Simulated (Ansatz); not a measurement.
BFH7NSi2 can be A, `B[SiH](N)[SiH2]F`, or B, `BN([SiH3])[SiH2]F`.

Isolated molecules relaxed with PBE0-D4/def2-TZVP in Ansatz; ΔE leaves out vibrations. CBS: MP2 limit from def2 TZ/QZ plus the TZ coupled-cluster correction, frozen cores. DFT in def2-TZVPP. B3LYP here is the variant with VWN-RPA as its local correlation; programs differ in this. Each species was taken in one conformer, which may not be the lowest.

A:

Z-matrix (Å, degrees):
```
Si
N 1 1.723
Si 1 2.353 2 110.0
B 1 1.991 2 113.9 3 -118.5
H 1 1.504 2 115.2 3 115.4
H 2 1.006 1 121.6 3 -57.9
H 2 1.006 1 120.1 3 153.7
F 3 1.609 1 110.9 2 -74.0
H 3 1.490 1 111.8 2 45.4
H 3 1.487 1 110.7 2 166.8
H 4 1.197 1 118.4 2 -177.3
H 4 1.196 1 123.8 2 5.1
```

B:

Z-matrix (Å, degrees):
```
Si
N 1 1.761
H 1 1.483 2 110.0
H 1 1.485 2 107.6 3 -119.5
H 1 1.482 2 110.1 3 121.0
Si 2 1.732 1 121.8 3 118.9
B 2 1.414 1 117.3 3 -62.2
F 6 1.598 2 109.5 1 72.0
H 6 1.476 2 109.3 1 -169.4
H 6 1.480 2 109.9 1 -44.6
H 7 1.197 2 120.3 1 -179.0
H 7 1.201 2 119.1 1 1.3
```

(1) Which isomer does CCSD(T)/CBS put lower? Give the gap. (Best estimate.)

(2) Give E(B) − E(A) in kcal/mol with CCSD(T)/def2-TZVPP, ωB97M-V, MP2/def2-TZVPP, CCSD/def2-TZVPP, B2PLYP, B3LYP, B3LYP-D4. (Best estimate.)

Largest T1 diagnostic: 0.013.

## Answers

(1) Computed: B, by 55.7 kcal/mol.

(2) Computed: CCSD(T)/def2-TZVPP -56.5, ωB97M-V -56.7, MP2/def2-TZVPP -59.8, CCSD/def2-TZVPP -56.4, B2PLYP -56.2, B3LYP -53.3, B3LYP-D4 -54.2. None reverses the order clearly.

The D4 term adds −0.9 kcal/mol with B3LYP and −0.4 kcal/mol with PBE0; it sums over pairs of atoms, weighted by their polarisabilities, and B3LYP, whose exchange is more repulsive, gets the larger term. From PBE to PBE0 (25 % exact exchange), in def2-TZVPP and without D4, E(B) − E(A) moves by −2.5 kcal/mol.
